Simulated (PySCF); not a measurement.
Species: 3-methoxyprop-1-en-2-ylsilane, C₄H₁₀OSi, net charge 0, singlet state. SMILES: C=C([SiH3])COC
Geometry from a B3LYP-D3(BJ)/def2-TZVP (Ansatz) optimisation:
```xyz
16

C     -0.6806     1.6214     0.3121
C     -0.6244     0.3056     0.1075
Si    -2.1877    -0.7213     0.1055
C      0.6760    -0.4085    -0.1281
O      1.7711     0.4764    -0.1016
C      3.0036    -0.1730    -0.3208
H      0.2147     2.2308     0.3165
H     -1.6234     2.1272     0.4811
H     -3.3478     0.1633     0.3531
H     -2.3602    -1.4134    -1.1966
H     -2.1295    -1.7693     1.1554
H      0.8067    -1.1920     0.6362
H      0.6366    -0.9295    -1.0987
H      3.2018    -0.9282     0.4506
H      3.7818     0.5874    -0.2821
H      3.0298    -0.6629    -1.3026
```
Charge 0, spin multiplicity 1.

Dispersion corrections to the total energy (kcal/mol) from the dftd3 and dftd4 libraries through PySCF: D3(BJ) without and D4 with the three-body term, each with the damping fitted for the functional named.

| functional | D3(BJ) | D4 |
|---|---|---|
| B2GP-PLYP | [?] | -3.34 |
| HF | -59.70 | -28.02 |
| BLYP | -16.84 | [?] |
| TPSS | -10.12 | -10.54 |
| HSE06 | -5.38 | -6.15 |
| LC-wPBE | [?] | -8.63 |
| BHLYP | -10.72 | -9.00 |

**Question.** Some entries are withheld; supply them.

**Answer.** 
- B2GP-PLYP, D3(BJ): -4.97
- BLYP, D4: -17.17
- LC-wPBE, D3(BJ): -7.59
